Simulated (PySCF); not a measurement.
A structure optimised at PBE0-D3(BJ)/def2-SVP, used in a PySCF frequency run:

```xyz
7

Al    -0.5226    -1.1777     0.0000
H     -1.9982    -1.6998     0.0000
N     -0.1582     0.5644     0.0000
C      0.0492     1.7475     0.0000
O      0.2545     2.8976     0.0000
O      0.7362    -2.3083     0.0000
H      1.6792    -2.1395     0.0000
```

Question: Write its SMILES, formula and point group.

Answer: O=C=[N][AlH][OH], CH2AlNO2, Cs

Question: What are its rotational constants (standard atomic weights)?

Answer: 20.779, 1.6538, 1.5319 GHz
